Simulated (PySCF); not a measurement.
Computed with PBE-D3(BJ)/def2-TZVP // CAM-B3LYP-D3(BJ)/def2-TZVP (PySCF). All species are isolated molecules in the gas phase. One relaxed conformer stands for a flexible species; it need not be the lowest. Excitations are Tamm–Dancoff values on a coarser integration grid. The basis has no diffuse functions, so Rydberg states are missing or too high.

Reference species (SMILES): `SBS` (H–S–B–S torsion 0°, S–B–S–H torsion 0°) (neutral, multiplicity 1).

```json
{
  "S1 excitation (TDA)": "5.57 eV",
  "S1 oscillator strength": "0.000"
}
```

Changed species: `SB(S)S` (0 of 3 SH replaced by H; the reference has 1 of 3 SH replaced by H).

Problem. Predict the effect on the S1 excitation (TDA) and S1 oscillator strength.

Solution. the S1 excitation (TDA) falls by 0.69 eV, to 4.88 eV; the S1 oscillator strength stays essentially unchanged.
